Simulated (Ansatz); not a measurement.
C2H6O2Si2, SMILES `O[Si]1([SiH3])C=CO1`, relaxed with RKS PBE-D4/def2-SVP in Ansatz from a rough embedded geometry. The force threshold is 0.03 eV/Å; the program also tests the step.

Charge 0, multiplicity 1.

Start:

```xyz
12

O     1.710    0.587    1.224
Si    0.386    0.097    0.302
Si    0.839   -0.559   -1.809
C    -1.079    0.977    0.611
C    -1.609   -0.099    1.244
O    -0.610   -0.956    1.153
H     1.505    0.524    2.212
H     1.479    0.541   -2.592
H    -0.336   -1.083   -2.555
H     1.868   -1.700   -1.852
H    -1.580    1.942    0.354
H    -2.573   -0.270    1.708
```

```csv
step,energy (eV),largest force (eV/Å),largest move (Å)
1,-21995.9679,6.039,0.000
2,-21996.7883,2.505,0.160
3,-21996.9600,0.616,0.112
4,-21996.9835,0.456,0.096
5,-21997.0044,0.411,0.125
6,-21997.0178,0.108,0.049
7,-21997.0188,0.032,0.009
8,-21997.0190,0.045,0.015
9,-21997.0192,0.015,0.008
```

End:

```xyz
12

O     1.832    0.391    1.164
Si    0.385    0.124    0.376
Si    0.892   -0.598   -1.790
C    -1.154    1.102    0.698
C    -1.645   -0.093    1.145
O    -0.677   -1.073    1.168
H     1.747    0.761    2.062
H     1.481    0.533   -2.590
H    -0.383   -1.049   -2.449
H     1.872   -1.738   -1.760
H    -1.688    2.042    0.526
H    -2.664   -0.402    1.450
```

It took 14 s on 4 threads of an Arm Neoverse V1 on a shared host, with 0.17 GiB of host memory at the peak.
